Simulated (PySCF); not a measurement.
Electronic absorption of C6H9O2P

C6H9O2P.
Numbering: `[CH3:1][C:2](=[O:3])[P@@:4]1(=[O:5])[CH:6]=[CH:7][CH2:8][CH2:9]1` (hydrogens: H10, H11, H12 on C1; H13 on C6; H14 on C7; H15, H16 on C8; H17, H18 on C9)

Computed with TDDFT wB97X-D/def2-SVPD, vertical, gas phase, core orbitals frozen in the response (PySCF 2.14.0, density-fitted response routines). One conformer (not necessarily the lowest) at the PBE0-D3(BJ)/def2-SVP geometry, without solvent, vibrations or thermal averaging.

Q: List the vertical singlet excitations with oscillator strengths and describe the spectrum.

A: 

```tsv
state	E (eV)	E (kJ/mol)	λ (nm)	f	main configurations (H = HOMO, L = LUMO)
S1	3.56	344	348.2	0.0016	H→L (85%)
S2	5.44	525	228.0	0.0006	H-1→L (94%)
S3	5.77	556	215.0	0.0075	H→L+1 (62%), H-3→L (15%), H→L (12%)
S4	6.06	585	204.7	0.086	H-2→L (85%), H→L+1 (8%)
S5	6.44	621	192.7	0.0050	H-3→L (66%), H→L+1 (18%)
S6	6.67	644	185.9	0.042	H-1→L+1 (89%)
S7	7.04	679	176.1	0.0004	H→L+3 (57%), H→L+2 (26%)
S8	7.33	707	169.2	0.098	H→L+2 (45%), H-2→L+1 (16%), H→L+8 (10%)
S9	7.36	710	168.5	0.065	H-2→L+1 (73%)
S10	7.72	745	160.5	0.024	H-1→L+3 (56%), H-1→L+8 (18%)
```

Triplets (Tamm–Dancoff): T1 3.04 eV, H→L (83%), H→L+1 (8%); T2 4.25 eV, H-2→L+1 (26%), H-2→L (25%), H-1→L (16%); T3 5.25 eV, H-1→L (71%), H-2→L (15%); T4 5.57 eV, H→L+1 (42%), H-2→L (22%), H-3→L (12%).

The lowest singlet comes at 348 nm (344 kJ/mol) in the ultraviolet; it is very weak; its leading configuration is HOMO→LUMO (85%). The most intense listed level is S8 at 7.33 eV (169 nm, f = 0.098), 3.77 eV above S1. Löwdin shares by element: HOMO oxygen 55%, carbon 14% or more, phosphorus 11% (atoms not listed hold the other 20%); LUMO carbon 38% or more, oxygen 24% or more, phosphorus 10% (atoms not listed hold the other 28%). Orbital energies (eV): HOMO-3 -11.11, HOMO-2 -10.13, HOMO-1 -9.71, HOMO -8.83, LUMO 0.10, LUMO+1 1.37, LUMO+2 2.15. The listed states span 4.16 eV, and the widest gap between neighbours is 1.88 eV (S1 to S2). Weighted by f, the mean energy of these states is 6.88 eV. No computed singlet lies in the visible range (380 to 750 nm); the lowest, at 348 nm, stands 0.30 eV above its violet end (3.26 eV); a Tamm–Dancoff triplet lies at 407 nm, without intensity as long as spin–orbit coupling is left out. All these states lie below the vertical ionisation energy of 8.98 eV (ΔSCF). The window holds the lowest 10 singlets.
